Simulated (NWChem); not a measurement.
System: PbHOI, singlet; SMILES [I][Pb][OH]

NWChem printed, in part:

```
             Northwest Computational Chemistry Package (NWChem) 7.3.0
             --------------------------------------------------------

 CS  symmetry detected

                             Geometry "geometry" -> ""
                             -------------------------

 Output coordinates in angstroms (scale by  1.889725989 to convert to a.u.)

  No.       Tag          Charge          X              Y              Z
 ---- ---------------- ---------- -------------- -------------- --------------
    1 Pb                  82.0000     0.21172185     1.00819421     0.00000000
    2 I                   53.0000    -0.00797208    -1.81318437     0.00000000
    3 O                    8.0000    -1.85968008     1.38687152     0.00000000
    4 H                    1.0000    -2.06123068     2.33187441     0.00000000

 Effective nuclear repulsion energy (a.u.)    1065.1585414067

      Symmetry information
      --------------------

 Group name             Cs
 Group number              2
 Group order               2
 No. of unique centers     4

 Summary of "ao basis" -> "ao basis" (spherical)
 ------------------------------------------------------------------------------
       Tag                 Description            Shells   Functions and Types
 ---------------- ------------------------------  ------  ---------------------
 Pb                         def2-svp                10       26   4s4p2d
 I                          def2-svp                10       26   4s4p2d
 O                          def2-svp                 6       14   3s2p1d
 H                          def2-svp                 3        5   2s1p

      Symmetry analysis of basis
      --------------------------

        a'         50
        a"         21

            General Information
            -------------------
          SCF calculation type: DFT
          Wavefunction type:  closed shell.
          No. of atoms     :     4
          No. of electrons :    56
           Alpha electrons :    28
            Beta electrons :    28
          Charge           :     0
          Spin multiplicity:     1
          Use of symmetry is: on ; symmetry adaption is: on
          Maximum number of iterations: 150
          AO basis - number of functions:    71
                     number of shells:    29
          Convergence on energy requested:  1.00D-06
          Convergence on density requested:  1.00D-05
          Convergence on gradient requested:  5.00D-04

              XC Information
              --------------
                     Hartree-Fock (Exact) Exchange  1.000
                     LC-wPBE(h)Exchange Functional  1.000
            Perdew 1991 LDA Correlation Functional  1.000 local
           PerdewBurkeErnz. Correlation Functional  1.000 non-local

           Range-Separation Parameters
           ---------------------------
           Alpha           :  0.00
           Beta            :  1.00
           Gamma           :  0.30
           Short-Range HF  :     F

             Grid Information
             ----------------
          Grid used for XC integration:  medium
          Radial quadrature: Mura-Knowles
          Angular quadrature: Lebedev.
          Tag              B.-S. Rad. Rad. Pts. Rad. Cut. Ang. Pts.
          ---              ---------- --------- --------- ---------
          Pb                  1.80      123          10.0       590
          I                   1.40      123          12.0       590
          O                   0.60       49          10.0       434
          H                   0.35       45          12.0       434
          Grid pruning is: on
          Number of quadrature shells:   340
          Spatial weights used:  Erf1

      Superposition of Atomic Density Guess
      -------------------------------------

 Sum of atomic energies:        -641.67764603

      Non-variational initial energy
      ------------------------------

 Total energy =    -563.739829
 1-e energy   =   -1330.807982
 2-e energy   =     579.698934
 HOMO         =      -0.306593
 LUMO         =      -0.046001

      Symmetry analysis of molecular orbitals - initial
      -------------------------------------------------

  Numbering of irreducible representations:

     1 a'          2 a"

  Orbital symmetries:

     1 a'          2 a'          3 a'          4 a'          5 a'
     6 a"          7 a'          8 a'          9 a"         10 a'
    11 a'         12 a"         13 a'         14 a"         15 a'
    16 a'         17 a'         18 a'         19 a"         20 a"
    21 a'         22 a'         23 a'         24 a"         25 a'
    26 a"         27 a'         28 a'         29 a"         30 a'
    31 a'         32 a'         33 a'         34 a'         35 a"
    36 a'         37 a"         38 a'

   convergence    iter        energy       DeltaE   RMS-Dens  Diis-err
 ---------------- ----- ----------------- --------- --------- ---------
 d= 0,ls=0.0,diis     1   -566.2798792045 -7.54D+02  2.42D-02  8.94D-01
 d= 0,ls=0.0,diis     2   -566.1246890889  1.55D-01  1.20D-02  2.69D+00
 d= 0,ls=0.0,diis     3   -566.4027405320 -2.78D-01  2.37D-03  1.88D-02
 d= 0,ls=0.0,diis     4   -566.4050023402 -2.26D-03  8.68D-04  2.68D-03
 d= 0,ls=0.0,diis     5   -566.4053571787 -3.55D-04  1.76D-04  6.61D-05
  Resetting Diis
 d= 0,ls=0.0,diis     6   -566.4053738984 -1.67D-05  7.69D-05  4.21D-06
 d= 0,ls=0.0,diis     7   -566.4053763824 -2.48D-06  2.36D-05  3.86D-07
 d= 0,ls=0.0,diis     8   -566.4053766616 -2.79D-07  9.06D-06  1.65D-07

         Total DFT energy =     -566.405376661634
      One electron energy =    -1333.285135129157
           Coulomb energy =      626.789420884740
    Exchange-Corr. energy =      -47.278881229338
 Nuclear repulsion energy =      187.369218812120

 Numeric. integr. density =       56.000004357756

                  Occupations of the irreducible representations
                  ----------------------------------------------

                     irrep           alpha         beta
                     --------     --------     --------
                     a'               20.0         20.0
                     a"                8.0          8.0

                       DFT Final Molecular Orbital Analysis
                       ------------------------------------

 Vector   26  Occ=2.000000D+00  E=-3.428432D-01  Symmetry=a'
              MO Center= -5.8D-02, -8.0D-01,  3.5D-16, r^2= 4.5D+00
   Bfn.  Coefficient  Atom+Function         Bfn.  Coefficient  Atom+Function
  ----- ------------  ---------------      ----- ------------  ---------------
    38      0.400581  2 I  py                41      0.334864  2 I  py
    37     -0.321672  2 I  px                40     -0.280283  2 I  px
     3     -0.225513  1 Pb s                 12     -0.199047  1 Pb py
    11     -0.188661  1 Pb px                56      0.179263  3 O  px
     4     -0.169669  1 Pb s                 35     -0.162182  2 I  py

 Vector   27  Occ=2.000000D+00  E=-3.385331D-01  Symmetry=a"
              MO Center= -1.0D-01, -1.5D+00, -8.3D-15, r^2= 2.8D+00
   Bfn.  Coefficient  Atom+Function         Bfn.  Coefficient  Atom+Function
  ----- ------------  ---------------      ----- ------------  ---------------
    39      0.576988  2 I  pz                42      0.528393  2 I  pz
    36     -0.236586  2 I  pz                33     -0.191574  2 I  pz
    58     -0.156894  3 O  pz                61     -0.126456  3 O  pz
    13      0.064793  1 Pb pz                18      0.061366  1 Pb d -1
    23     -0.041284  1 Pb d -1              16      0.039267  1 Pb pz

 Vector   28  Occ=2.000000D+00  E=-3.302614D-01  Symmetry=a'
              MO Center= -1.6D-01, -1.1D+00, -1.1D-15, r^2= 4.2D+00
   Bfn.  Coefficient  Atom+Function         Bfn.  Coefficient  Atom+Function
  ----- ------------  ---------------      ----- ------------  ---------------
    37      0.502593  2 I  px                40      0.460755  2 I  px
     3     -0.225707  1 Pb s                 56      0.224068  3 O  px
    34     -0.205536  2 I  px                38      0.195300  2 I  py
    59      0.181594  3 O  px                41      0.171728  2 I  py
    31     -0.166303  2 I  px                 4     -0.162241  1 Pb s

 Vector   29  Occ=0.000000D+00  E=-2.965570D-02  Symmetry=a"
              MO Center=  1.4D-01,  9.1D-01, -1.3D-15, r^2= 4.1D+00
   Bfn.  Coefficient  Atom+Function         Bfn.  Coefficient  Atom+Function
  ----- ------------  ---------------      ----- ------------  ---------------
    16      0.594323  1 Pb pz                13      0.537648  1 Pb pz
    42     -0.210489  2 I  pz                58     -0.206466  3 O  pz
    61     -0.198594  3 O  pz                10     -0.186153  1 Pb pz
     7     -0.180548  1 Pb pz                39     -0.148789  2 I  pz
    36      0.062272  2 I  pz                33      0.049702  2 I  pz

 Vector   30  Occ=0.000000D+00  E= 2.530145D-02  Symmetry=a'
              MO Center=  2.2D-01,  7.4D-01, -2.4D-15, r^2= 6.0D+00
   Bfn.  Coefficient  Atom+Function         Bfn.  Coefficient  Atom+Function
  ----- ------------  ---------------      ----- ------------  ---------------
    15      0.881157  1 Pb py                41      0.593886  2 I  py
    12      0.467903  1 Pb py                30      0.427758  2 I  s
     3     -0.334212  1 Pb s                 38      0.257164  2 I  py
    29      0.166603  2 I  s                  9     -0.162202  1 Pb py
     6     -0.156496  1 Pb py                 1      0.152026  1 Pb s

 Vector   31  Occ=0.000000D+00  E= 5.408510D-02  Symmetry=a'
              MO Center=  1.2D-01,  9.9D-01, -3.5D-15, r^2= 5.3D+00
   Bfn.  Coefficient  Atom+Function         Bfn.  Coefficient  Atom+Function
  ----- ------------  ---------------      ----- ------------  ---------------
    14      0.831852  1 Pb px                55      0.502427  3 O  s
     3     -0.344961  1 Pb s                 11      0.339276  1 Pb px
    56      0.227963  3 O  px                59      0.221204  3 O  px
    40     -0.189386  2 I  px                 1      0.169831  1 Pb s
    68     -0.151959  4 H  s                 54      0.144772  3 O  s

     Multipole analysis of the density
     ---------------------------------

     L   x y z        total         alpha         beta         nuclear
     -   - - -        -----         -----         ----         -------
     0   0 0 0     -0.000000    -28.000000    -28.000000     56.000000

     1   1 0 0      0.859855     12.221905     12.221905    -23.583955
     1   0 1 0      1.958646     10.165744     10.165744    -18.372842
     1   0 0 1     -0.000000     -0.000000     -0.000000      0.000000

     2   2 0 0    -47.489666    -82.495476    -82.495476    117.501286
     2   1 1 0     -0.005241     36.390472     36.390472    -72.786184
     2   1 0 1     -0.000000     -0.000000     -0.000000      0.000000
     2   0 2 0    -41.415016   -244.573782   -244.573782    447.732548
     2   0 1 1      0.000000      0.000000      0.000000      0.000000
     2   0 0 2    -42.960981    -21.480490    -21.480490      0.000000

                                 NWChem DFT Module
                                 -----------------

      Symmetry analysis of basis
      --------------------------

        a'         50
        a"         21

            General Information
            -------------------
          SCF calculation type: DFT
          Wavefunction type:  spin polarized.
          No. of atoms     :     4
          No. of electrons :    55
           Alpha electrons :    28
            Beta electrons :    27
          Charge           :     1
          Spin multiplicity:     2
          Use of symmetry is: on ; symmetry adaption is: on
          Maximum number of iterations: 150
          This is a Direct SCF calculation.
          AO basis - number of functions:    71
                     number of shells:    29
          Convergence on energy requested:  1.00D-06
          Convergence on density requested:  1.00D-05
          Convergence on gradient requested:  5.00D-04

              XC Information
              --------------
                     Hartree-Fock (Exact) Exchange  1.000
                     LC-wPBE(h)Exchange Functional  1.000
            Perdew 1991 LDA Correlation Functional  1.000 local
           PerdewBurkeErnz. Correlation Functional  1.000 non-local

           Range-Separation Parameters
           ---------------------------
           Alpha           :  0.00
           Beta            :  1.00
           Gamma           :  0.30
           Short-Range HF  :     F

             Grid Information
             ----------------
          Grid used for XC integration:  medium
          Radial quadrature: Mura-Knowles
          Angular quadrature: Lebedev.
          Tag              B.-S. Rad. Rad. Pts. Rad. Cut. Ang. Pts.
          ---              ---------- --------- --------- ---------
          Pb                  1.80      123          10.0       590
          I                   1.40      123          12.0       590
          O                   0.60       49          10.0       434
          H                   0.35       45          12.0       434
          Grid pruning is: on
          Number of quadrature shells:   340
          Spatial weights used:  Erf1

      Superposition of Atomic Density Guess
      -------------------------------------

 Sum of atomic energies:        -641.67764603

 Renormalizing density from      56.00 to     55

      Non-variational initial energy
      ------------------------------

 Total energy =    -560.494081
 1-e energy   =   -1307.043554
 2-e energy   =     559.180254
 HOMO         =      -0.586748
 LUMO         =      -0.284793

   Symmetry analysis of molecular orbitals - initial alpha
   -------------------------------------------------------

  Numbering of irreducible representations:

     1 a'          2 a"

  Orbital symmetries:

     1 a'          2 a'          3 a'          4 a'          5 a'
     6 a"          7 a'          8 a'          9 a"         10 a'
    11 a'         12 a"         13 a'         14 a"         15 a'
    16 a'         17 a'         18 a"         19 a"         20 a'
    21 a'         22 a'         23 a'         24 a"         25 a'
    26 a"         27 a'         28 a'         29 a"         30 a'
    31 a'         32 a'         33 a'         34 a'         35 a"
    36 a"         37 a'         38 a'

   Symmetry analysis of molecular orbitals - initial beta
   ------------------------------------------------------

  Numbering of irreducible representations:

     1 a'          2 a"

  Orbital symmetries:

     1 a'          2 a'          3 a'          4 a'          5 a'
     6 a"          7 a'          8 a'          9 a"         10 a'
    11 a'         12 a"         13 a'         14 a"         15 a'
    16 a'         17 a'         18 a"         19 a"         20 a'
    21 a'         22 a'         23 a'         24 a"         25 a'
    26 a"         27 a'         28 a'         29 a"         30 a'
    31 a'         32 a'         33 a'         34 a'         35 a"
    36 a"         37 a'         38 a'

[...]
```

Level: LC-wPBE (HJS exchange hole, range parameter 0.3 per bohr)/def2-SVP with def2 effective core potentials on I, Pb, vertical spin-unrestricted ions. Low-valent species are run as closed-shell singlets; no triplet was tried in these runs. All runs use the structure optimised with PBE0/def2-SVP. def2 effective core potentials on I, Pb; no spin-orbit coupling.

**Question.** Which NWChem input produces such a log?

**Answer.** Several could match; the one computed here: the input that was run:
```
start job
memory heap 200 mb stack 900 mb global 1100 mb
geometry units angstroms noautoz
  Pb     0.132517     1.021937     0.000000
  I      0.041558    -1.806520     0.000000
  O     -1.953983     1.305874     0.000000
  H     -2.198367     2.240716     0.000000
end
basis spherical
  Pb library def2-svp
  I library def2-svp
  O library def2-svp
  H library def2-svp
end
ecp
  I library def2-ecp
  Pb library def2-ecp
end
dft
  xc xwpbe 1.00 cpbe96 1.0 hfexch 1.00
  cam 0.3 cam_alpha 0.0 cam_beta 1.0
  iterations 150
  vectors input atomic output neutral.movecs
end
task dft energy
charge 1
dft
  odft
  mult 2
  vectors input atomic output cation.movecs
end
task dft energy
```
